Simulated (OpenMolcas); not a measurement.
GeH2ClF: a line through the functionals

GeH2ClF has 5 atoms, charge 0, and is taken as a singlet. SMILES: `[F][GeH2][Cl]`. Geometry: relaxed at PBE0-D4/def2-TZVP.

The vertical energy of the triplet above the singlet y, in eV, basis aug-cc-pVDZ; a is the functional's share of exact exchange. Programs: OpenMolcas 26.06.

| functional | program | a | y (eV) |
| --- | --- | --- | --- |
| PBE | OpenMolcas | 0 | 6.22 |
| BLYP | OpenMolcas | 0 | 6.16 |
| B3LYP | OpenMolcas | 0.2 | 6.62 |
| PBE0 | OpenMolcas | 0.25 | ? |
| BHLYP | OpenMolcas | 0.5 | 7.08 |

Question: Fit y = c + s·a to the known rows and predict PBE0.

Answer: 
1. Means of the 4 rows: a = 0.1750, y = 6.520.
2. Σ(Δa)² = 0.1675, Σ(Δa·Δy) = 0.3, so the slope is 0.3/0.1675 = 1.791.
3. Intercept: 6.520 − (1.791) × 0.1750 = 6.207. The largest residual of the fit is 0.055.
4. PBE0: 6.207 + (1.791) × 0.25 = 6.65 eV.

The run gave 6.75 eV, so the prediction is off by -0.10 eV, more than the largest residual. The rows mix families of semi-local functionals, which the line can't see.
